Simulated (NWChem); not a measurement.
Molecule: SbH₂O₂F; SMILES [OH][Sb]([OH])[F]

```xyz
6

Sb    -0.0183    -0.0595     0.3698
F      1.3414     1.0231    -0.5005
O      0.1785    -1.6372    -0.7839
H      0.0197    -1.4455    -1.7184
O     -1.4420     0.8664    -0.6318
H     -1.0497     1.4357    -1.3093
```
Atoms are numbered in this order, from 1.

Computed with NWChem. Structure relaxed at the PBE0/def2-SVP level. def2 effective core potentials on Sb; no spin-orbit coupling.

For level PBE/def2-SVP:

```yaml
highest occupied level (eV): -6.78
orbital gap (eV): 5.09
dipole (D): 0.54
```

**Question.** What are these values for level B3LYP/def2-SVP?

**Answer.** 
- highest occupied level (eV) = -8.12
- orbital gap (eV) = 6.94
- dipole (D) = 0.70
